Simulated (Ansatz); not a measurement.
Correlation energies of C3H10B2, SMILES `BCBCC` by basis set

Z-matrix (Å, degrees):
```
C
B 1 1.566
B 1 1.545 2 108.2
H 1 1.091 2 113.1 3 128.3
H 1 1.103 2 102.4 3 -111.3
C 2 1.559 1 122.0 3 -119.2
H 2 1.203 1 118.1 3 63.0
H 3 1.198 1 121.4 2 110.1
H 3 1.198 1 120.1 2 -67.7
C 6 1.523 2 117.3 1 164.8
H 6 1.105 2 103.3 1 -74.3
H 6 1.097 2 110.4 1 35.7
H 10 1.093 6 111.1 2 54.2
H 10 1.093 6 112.1 2 174.9
H 10 1.093 6 111.1 2 -64.9
```

The species carries charge 0 and has multiplicity 1. All single points use the PBE0-D4/def2-TZVP geometry. It is one conformer, not always the lowest. Frozen core, restricted reference, Ansatz. CBS rows extrapolate triple and quadruple zeta; past MP2 they add the triple-zeta difference.

```tsv
basis	HF (Eh)	MP2 corr.
def2-TZVPP	-168.83769	-0.73050
def2-QZVPP	-168.84596	-0.77583
```

**Question.** Estimate the CCSD correlation energy and the (T) correction in each basis where they were run (hartree).

**Answer.** 
| basis | CCSD corr. | (T) |
| --- | --- | --- |
| def2-TZVPP | -0.79318 | -0.02971 |
| CBS(def2) | -0.87208 | as TZ |
